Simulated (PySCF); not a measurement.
Computed shifts of a molecule C3H4BrF, PBE0/pcSseg-1 (PySCF), GIAO, gas phase, atoms alike by connectivity averaged where their shifts nearly agree, in ppm (number of nuclei): ¹⁹F: -228.5 (1). ¹³C: 77.1 (1), 31.9 (1), 21.4 (1). ¹H: 4.57 (1), 3.14 (1), 1.77 (1), 1.21 (1). References: ¹⁹F against CFCl3 (σ = 167.2 ppm); ¹³C against TMS (σ = 186.3 ppm); ¹H against TMS (σ = 31.56 ppm), references at their B3LYP-D3(BJ)/def2-TZVP geometries, non-relativistic (without spin–orbit terms, shifts of atoms bonded to Cl or Br come out too high). Geometry optimised at PBE0-D3(BJ)/def2-SVP. One conformer was computed; it need not be the lowest.

Task: Identify the compound among the candidates.
(A) C/C(F)=C\Br
(B) C/C(Br)=C\F
(C) FC1(Br)CC1
(D) F[C@@H]1C[C@H]1Br

Result: D, F[C@@H]1C[C@H]1Br
